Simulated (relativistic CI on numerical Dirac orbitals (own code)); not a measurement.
Calculated at this level of theory: Dirac-Coulomb-Breit CI, KLI orbitals optimised for each configuration, QED by a radiative potential, unscaled Slater integrals (own radial code, finite nucleus).

The strongest absorption lines from the ground level of an ion, among the configurations computed and to levels below about 501 eV (vacuum wavelength in nm, gf): 2.8064 (0.49), 2.9205 (0.86), 2.9382 (0.75), 2.9578 (1.2), 2.9667 (1.6), 2.9684 (0.98), 2.9734 (2.9), 3.0597 (1.1).

**Question.** Which ion is it?
A. K X
B. P VIII
C. K XII
D. Cl X

**Answer.** C. K XII has 8 electrons and the ground level 2s²2p⁴ ³P2; the strongest line goes to 2s²2p³3d ³D°3. The pattern of lines fixes the number of electrons, and along that sequence the line energies rise steadily with the charge (about as its square where n changes within one kind of shell, about linearly where n is kept but much faster in heavy ions where fine structure, which grows about as Z⁴, sets the gap, and irregularly where shells cross), which fixes Z. Configurations outside the model, such as inner-shell arrays, can give stronger lines. At this charge energies of transitions that change n are usually good to better than 1 %, and those within a shell (Δn = 0) to a few per cent.

LS names give the leading component of a level, which can be under half, so a name can repeat, a term be missing and a line seem to break the LS rules.
